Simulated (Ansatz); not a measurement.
# NiO, triplet: energies of several shapes or isomers

Calculated in Ansatz's Gaussian-basis code. Basis cc-pVTZ, nonrelativistic, 6 orbitals frozen in the corrections; active space CAS(16,10), shells under the valence barred from it. Restricted Hartree–Fock, then the lowest state-specific CASSCF solution met for each case. Coupled cluster stands on the determinant that it favours, not always the lowest RHF. Single-reference values can break down or jump between states where bonds are stretched. Solutions in different active orbitals can move differences by tenths of an eV and at times more than 1 eV.

Case A: bond length 1.8710 Å.

Case B: bond length 1.6270 Å.

Energy less that of case A, in eV:

| case | RHF/ROHF | CASSCF | CCSD(T) |
| --- | --- | --- | --- |
| B | +0.672 | -0.308 | -0.606 |

(1) Give the SC-NEVPT2 energies against case A.

(2) Which case is lowest, and do the methods agree?

Results:

(1) B: -1.385 eV (-31.9 kcal/mol).

(2) B is lowest in SC-NEVPT2. RHF/ROHF puts A lowest.
